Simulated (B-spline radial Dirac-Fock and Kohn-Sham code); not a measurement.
## What relativity does to the binding energies of Ir¹⁸⁺

System: iridium as Ir¹⁸⁺, configuration [Kr] 4d10 4f12 5s1 (tabulated as the ground configuration, which this calculation does not bear out).

Both columns are ΔSCF binding energies of the configuration average from an atomic code on a B-spline grid: non-relativistic Hartree-Fock with a point nucleus, and Dirac-Fock with a finite nucleus and the Coulomb interaction alone, averaged over the two j levels with weights 2j+1.

| shell | Hartree-Fock (eV) | Dirac-Fock (eV) | shift (eV) | shift (%) |
| --- | --- | --- | --- | --- |
| 1s | 70196.8 | 76964.8 | +6768.03 | +9.64 |
| 2s | 12118.9 | 13929.5 | +1810.55 | +14.94 |
| 2p | 11633.7 | 12243.2 | +609.52 | +5.24 |
| 3s | 3182.7 | 3636.3 | +453.60 | +14.25 |
| 3p | 2955.7 | 3128.9 | +173.13 | +5.86 |
| 3d | 2537.3 | 2522.3 | -15.01 | -0.59 |
| 4p | 912.2 | 957.4 | +45.13 | +4.95 |
| 4d | 732.4 | 731.1 | -1.32 | -0.18 |
| 4f | 494.3 | 484.6 | -9.77 | -1.98 |
| 5s | 430.5 | 462.8 | +32.37 | +7.52 |

Relativity binds 1s, 2s, 2p, 3s, 3p, 4p, 5s more strongly, among those listed most of all 2s in relative terms, and 3d, 4d, 4f more weakly, because the contracted s and p shells screen the nucleus better.
